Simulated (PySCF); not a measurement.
Z-matrix (Å, degrees):
```
Ga
N 1 1.8558
H 2 1.0108 1 118.25
H 2 1.0142 3 108.92 1 134.90
N 1 1.8558 2 112.87 3 171.92
H 5 1.0108 1 118.25 2 171.92
H 5 1.0142 6 108.92 1 134.89
```
Charge 0, spin multiplicity 2.

What highest occupied spin orbital, dipole moment and total energy does r2SCAN-D4/def2-TZVP in PySCF 2.14.0 give?


- highest occupied spin orbital: -4.83 eV
- dipole moment: 0.09 D
- total energy: -55422.62 eV
